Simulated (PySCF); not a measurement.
Level of theory: delta-SCF UKS SCAN, pcX-2 on the ionised atom, pcseg-1 elsewhere, spin-free X2C (PySCF 2.14.0). Geometries: PBE0-D3(BJ)/def2-SVP; isolated species, one conformer each. Values against the vacuum level.

Question: Order these sites by rising C 1s binding energy.
A. Carbon in `FC[BH2-][PH3+]`
B. C2 in `[CH3:1]/[CH:2]=[N:3]\[SiH2:4][OH:5]`
C. C6 in `[BH3-:1][N+:2]([CH3:3])([CH3:4])[CH2:5][CH:6]([F:7])[F:8]`
D. C6 in `[CH3:1][N+:2]([CH3:3])([GaH3-:4])[CH:5]1[CH2:6][CH2:7]1`
E. C5 in `[BH2:1][C@H:2]1[CH2:3][CH:4]=[CH:5][CH2:6][CH2:7][CH2:8]1`

Answer: E (289.91 eV), D (290.81 eV), A (291.77 eV), B (292.26 eV), C (295.87 eV).

From the lowest up, the atoms are bonded to: C (double bond), C and H (289.91); 2 C and 2 H (290.81); F, 2 H and B (291.77); N (double bond), C and H (292.26); 2 F, C and H (295.87).

Question: Rank by computed N 1s binding energy, lowest first.
A. Nitrogen in `C/C=N\[SiH2]O`
B. Nitrogen in `[BH3-][N+](C)(C)CC(F)F`
C. Nitrogen in `C[N+](C)([GaH3-])C1CC1`

Answer: A (404.06 eV), C (406.10 eV), B (407.24 eV).

The highest is bonded to 3 C and B, the lowest to C (double bond) and Si; the range is 3.18 eV.

1 of these hole states is spin-contaminated (⟨S²⟩ 0.86, against 0.75; counted from 0.85) and less certain.
